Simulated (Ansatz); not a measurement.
Total energies of B₈P₈H₂₂, a nanocrystal cut from wurtzite BP (hydrogen-capped) from Ansatz at PBE-D4/def2-TZVP, gas phase (1 Eh = 27.2114 eV = 2625.5 kJ/mol). The reference geometry is relaxed at PBE-D4/def2-SVP.

Cartesian coordinates in Å:
```
B -0.632 -2.294 -2.809
P 1.235 -2.483 -2.233
P -1.304 -0.778 -1.767
B -1.271 -1.126 0.161
B 1.839 -1.200 -0.894
P 0.643 -1.338 0.660
P -1.952 0.381 1.213
B -1.925 0.019 3.138
B 1.201 -0.058 2.044
P -0.023 -0.234 3.553
B -0.323 0.866 -2.201
P 1.556 0.615 -1.594
P -1.078 2.311 -1.133
B -0.974 2.031 0.793
B 2.135 1.969 -0.301
P 0.941 1.714 1.231
H -1.247 -3.304 -2.497
H -0.658 -2.024 -4.002
H 1.519 -3.804 -1.766
H 2.144 -2.427 -3.334
H -2.670 -0.569 -2.136
H -1.888 -2.147 0.424
H 3.003 -1.367 -0.568
H 0.809 -2.650 1.206
H -3.315 0.584 0.829
H -2.522 -1.024 3.363
H -2.342 0.992 3.751
H 2.367 -0.230 2.357
H 0.221 -1.485 4.199
H 0.423 0.650 4.583
H -0.384 1.118 -3.394
H 2.369 0.729 -2.763
H -2.445 2.504 -1.505
H -0.539 3.578 -1.509
H -1.428 2.984 1.405
H 3.288 1.740 0.038
H 1.944 3.084 -0.777
H 1.282 2.672 2.234
```

```
                state   geometry  energy (Eh)
     charge 0 singlet  reference  -2941.73500
     charge 1 doublet  reference  -2941.44108
    charge -1 doublet  reference  -2941.74270
free B atom (doublet)          –    -24.61008
free P atom (quartet)          –   -341.10299
free H atom (doublet)          –     -0.49962
```

Single mean-field runs in def2-TZVP are fitted with def2-universal-jkfit.

(1) Work out the vertical ionisation energy to the doublet.

(2) Work out the vertical electron affinity, to the doublet.

(3) Give the fundamental gap IE − EA, the Mulliken electronegativity (IE + EA)/2 and the hardness (IE − EA)/2.

(4) What is the binding energy per atom against free atoms?

(1) E(charge 1 doublet) − E(charge 0 singlet) = -2941.44108 − (-2941.73500) = 0.29392 Eh = 8.00 eV. For comparison, −ε of the highest occupied level is 6.11 eV at this level, 1.89 eV less.

(2) E(charge 0 singlet) − E(charge -1 doublet) = -2941.73500 − (-2941.74270) = 0.00770 Eh = 0.21 eV. The basis lacks diffuse functions, which makes affinities too small.

(3) From the values in Eh: IE − EA = 0.29392 − 0.00770 = 0.28622 Eh = 7.79 eV; (IE + EA)/2 = 4.10 eV; (IE − EA)/2 = 3.89 eV. The HOMO–LUMO gap of the same run is 4.39 eV, 3.40 eV smaller than the fundamental gap.

(4) Atoms: 8 × (-24.61008) + 8 × (-341.10299) + 22 × (-0.49962) = -2936.69620 Eh. Binding: -2936.69620 − (-2941.73500) = 5.03880 Eh = 137.11 eV, or 3.61 eV for each of 38 atoms (no zero-point energy, no counterpoise term).

At PBE-D4/def2-TZVP the highest occupied level of the charge -1 doublet lies above zero (up to 1.48 eV). Energy differences disagree on whether the electron is bound (positive means bound): 0.21 eV (vertical, against the charge 0 singlet, at PBE-D4/def2-TZVP), but -0.06 eV at PBE0-D4/def2-TZVP.
